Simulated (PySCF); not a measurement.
## PhSiCl2(SeBu) (C10H14Cl2SeSi): Computed beside measured shifts

System: PhSiCl2(SeBu) (C10H14Cl2SeSi), SMILES CCCC[Se][Si](Cl)(Cl)c1ccccc1.

Atom-mapped SMILES (hydrogens are numbered by the atom that bears them): [CH3:1][CH2:2][CH2:3][CH2:4][Se:5][Si:6]([Cl:7])([Cl:8])[c:9]1[cH:10][cH:11][cH:12][cH:13][cH:14]1

Level of theory: GIAO PBE0/pcSseg-1, IEF-PCM chloroform, PySCF SCF with an in-house response code, fitting set def2-universal-JFIT up to Ne and JKFIT beyond, grid level 2, non-relativistic, geometry: PBE0-D3(BJ)/def2-SVP.

One optimised conformer. Values are averaged over the atoms that symmetry or fast rotation interchanges, on this one geometry and without vibrational averaging. Shifts are the reference shielding less the shielding here, at the same level (13C, 1H, 29Si against isolated TMS; 77Se against isolated Me2Se); nuclei without a reference have shieldings only.

Spin-orbit coupling is left out, which matters for the heavier atoms here.

Q: What shifts does this level give for Si6, Se5, and how do they compare with measurement?

A: 
```tsv
atom	nucleus	computed / ppm	measured / ppm	computed less measured	measured against	medium of the measurement
Si6	29Si	51.1	8.1	43.0	TMS	solution
Se5	77Se	-21.0	-9	-12.0	Me2Se	solution
```

Measured values: U. Herzog, Habilitationsschrift, TU Bergakademie Freiberg, 2002/2003.
